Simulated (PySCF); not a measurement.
Structure problem from calculated spectra and properties.

Formula: C4H14AlNO.

| Item | Value |
| --- | --- |
| UV, first state | lowest singlet excitation: 5.92 eV (210 nm, f = 0.012) [TDDFT B3LYP/def2-SVPD] |
| 1H NMR | chemical shifts (computed TMS as zero) by class: 4.08 (2 H), 3.99 (3 H), 2.41 (9 H) ppm [GIAO KT2/pcSseg-1] |
| NMR, other nuclei | isotropic shieldings of nuclei other than C and H, by class: 213 (1 N), 311 (1 O), 437 (1 Al) ppm [GIAO KT2/pcSseg-1] |
| 13C NMR | chemical shifts (computed TMS as zero) by class: 54.4 (1 C), 46.9 (3 C) ppm [GIAO KT2/pcSseg-1] |
| Valence photoelectron | vertical ionisation energy: 8.67 eV [ΔSCF B3LYP/def2-SVPD] |
| Polarisability | 93.2 au [B3LYP/def2-SVPD] |
| Dipole | 4.29 D [B3LYP/def2-SVPD] |
| Triplet | lowest triplet excitation (Tamm–Dancoff): 5.77 eV [TDA B3LYP/def2-SVPD] |
| Rotational structure | rotational constants A, B, C: 3.518, 1.272, 1.186 GHz [PBE0-D3(BJ)/def2-SVP] |

The electronic properties come from PySCF, for the isolated species, density fitting. Levels stand in brackets. Geometry: PBE0-D3(BJ)/def2-SVP, one conformer, isolated molecule. Each NMR value is the plain mean over a class of atoms that symmetry, rotation or inversion makes alike.

Task: Propose a structure and show how it fits.

Result: Numbering: `[CH3:1][O:2][AlH2-:3][N+:4]([CH3:5])([CH3:6])[CH3:7]`. 4 carbons fall into 2 classes; from least to most shielded: methoxy carbon [C1] (54.4 ppm), N-methyl carbon [C5/C6/C7] (46.9 ppm, 3 C, up to 2.6 ppm apart in this geometry). Hydrogen classes from least to most shielded: 2 H on an aluminium bonded to N, O and 2 H, Al3 (4.08 ppm), 3 H on a methoxy carbon, C1 (3.99 ppm), 9 H on 3 N-methyl carbons, C5/C6/C7 (2.41 ppm, a mean of values up to 1.6 ppm apart in this geometry). The other shieldings belong to: 213 ppm, nitrogen bonded to Al and 3 C [N4]; 311 ppm, oxygen bonded to Al and C [O2]; 437 ppm, aluminium bonded to N, O and 2 H [Al3]. The first electron is taken from the HOMO, whose largest Löwdin shares are 0.41 on the oxygen bonded to Al and C, 0.15 on the aluminium bonded to N, O and 2 H, 0.13 on an Al–H hydrogen and 0.11 on an Al–H hydrogen. The optimised geometry has point group C1 and is an asymmetric top. Structure: `C[O][AlH2-][N+](C)(C)C`. Computed isomers that give other values at the same levels: `C[N](C)[AlH2-][O+](C)C` (rotational constant A: 3.324 GHz; this holds for the one conformer computed). The assignments are read from this structure; whether some other isomer fits the data as well wasn't checked.

Conformer computed: `[CH3:1][O:2][AlH2-:3][N+:4]([CH3:5])([CH3:6])[CH3:7]`: C1–O2–Al3–N4 158°, O2–Al3–N4–C5 180°.
